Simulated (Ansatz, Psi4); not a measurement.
Species: fluoro(silyl)silane, Si₂H₅F, charge 0, multiplicity 1. SMILES: F[SiH2][SiH3]
Geometry from a B3LYP-D3(BJ)/def2-TZVP (Ansatz, a first-principles code) optimisation:
```xyz
8

F     -1.4907     0.9927     0.4651
Si    -0.8103    -0.3708    -0.0655
Si     1.5193    -0.1031    -0.1563
H     -1.1958    -1.4565     0.8663
H     -1.3754    -0.6627    -1.4038
H      2.1164    -1.3703    -0.6467
H      1.8827     0.9927    -1.0856
H      2.0627     0.1971     1.1894
```

Wanted: atomisation energy, in kcal/mol. Set-up: non-relativistic; dispersion terms only where a functional's name holds one; no spin-orbit coupling; LANL2DZ with its own core potentials from Na on; frozen cores in correlated levels; atomisation electronic, to ground-state atoms; 6-31G* and kin with 6d, 5d where marked; open shells spin-unrestricted; 6-311+G** with 5d, 6d on Na to Ar in Ansatz. CBS marks a two-point X^-3 extrapolation of the correlation energy; Hartree-Fock from the larger set (for Q and 5 zeta extrapolated as (X+1)exp(-9√X)). First-principles rows: single points at B3LYP-D3(BJ) geometries (Ansatz).

Coupled cluster (Ansatz) is a level with limits of its own, used here on species with T1 under 0.025 (0.045 for open shells) and stable references: CCSD(T)/CBS(cc-pV(Q+d)Z,cc-pV(5+d)Z).

Value to compare with, CCSD(T)/CBS(cc-pV(Q+d)Z,cc-pV(5+d)Z) (Ansatz): 592.2 kcal/mol.

| level | program | atomisation energy (kcal/mol) | difference |
|---|---|---|---|
| HF/6-31G* | Ansatz | 443.0 | -149.2 |
| PBE/LANL2DZ | Ansatz | 546.3 | -45.9 |
| B3LYP/STO-3G | Ansatz | 746.4 | 154.2 |
| B3LYP/6-31G* | Ansatz | 576.1 | -16.1 |
| B3LYP/cc-pVDZ | Ansatz | 562.8 | -29.4 |
| PBE0/6-31G* | Ansatz | 570.4 | -21.8 |
| wB97X-D/6-311+G** | Psi4 | 576.6 | -15.6 |
| MP2/STO-3G | Ansatz | 625.0 | 32.8 |
| MP2/3-21G | Ansatz | 457.9 | -134.3 |
| B3LYP/def2-TZVPD | Ansatz | 582.7 | -9.5 |
| PBE0/def2-TZVPD | Ansatz | 575.7 | -16.5 |
| B2PLYP-D3(BJ)/def2-TZVPD | Ansatz + dftd3 | 582.3 | -9.9 |

Among the 9 habitual levels, B3LYP/STO-3G lies farthest from CCSD(T)/CBS(cc-pV(Q+d)Z,cc-pV(5+d)Z) (Ansatz) (154.2 kcal/mol); 2 of 9 lie above it, and their mean absolute difference is 66.6 kcal/mol, the median 32.8. One case shows no general order.

The levels are drawn from those run, B3LYP/6-31G* more often than the rest, none by its result; left out are runs that failed, that the program found above a lower state of the same kind, or whose <S^2> lies over 0.5 above the pure value.
